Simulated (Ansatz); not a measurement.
C2H6B (SMILES C[B]C), doublet, geometry from GFN2-xTB; PBE/def2-SV(P) run with Ansatz (an electronic-structure program).

The Ansatz input:
Ansatz 0.2 input:
```yaml
crystal:
  periodic: [false, false, false]
  atoms:
    - {symbol: C, position_ang: [1.37748544, -0.08453153, 0.14048362]}
    - {symbol: B, position_ang: [0.02649544, 0.29523667, -0.54583626]}
    - {symbol: C, position_ang: [-1.38643265, -0.01516650, 0.04383900]}
    - {symbol: H, position_ang: [1.60841259, -1.11719610, -0.13034565]}
    - {symbol: H, position_ang: [2.24036755, 0.51069630, -0.15720758]}
    - {symbol: H, position_ang: [1.31883806, -0.05461498, 1.23178911]}
    - {symbol: H, position_ang: [-1.40860248, -0.94562308, 0.61746017]}
    - {symbol: H, position_ang: [-2.19971890, -0.05775153, -0.68020086]}
    - {symbol: H, position_ang: [-1.63809079, 0.78649418, 0.74175039]}
basis:
  gaussian:
    orbitals: def2-SV_P_.json
hamiltonian:
  xc: pbe
magnetization: {spin_polarized: true, initial_magnetization: 1}
```
The basis file holds def2-SV(P) in the JSON format of the Basis Set Exchange.

Write the output that Ansatz gives for this input, abridged.


```
Functional definition: PBE
770 factors; their error is unknown
mean field evaluation 1: about -2827.8406 eV, gradient 4.8e1 eV
mean field evaluation 2: about -2816.4747 eV, gradient 6.3e1 eV
mean field evaluation 4: about -2839.2403 eV, gradient 1.1e0 eV
mean field evaluation 8: about -2839.2213 eV, gradient 1.9e-2 eV
mean field evaluation 16: about -2837.4769 eV, gradient 3.8e0 eV
mean field -2839.22131767 eV, -104.3394589312 hartree, gradient 2.4e-5 eV, S^2 0.751580; 0 other end points of the search recorded, 0 dependent functions left out
reference -2839.22135276 eV, -104.3394602206 hartree; 12, 11 occupied and 42, 43 virtual orbitals, 770 factors
Total energy: -2839.22135276 eV, -104.3394602206 hartree
```
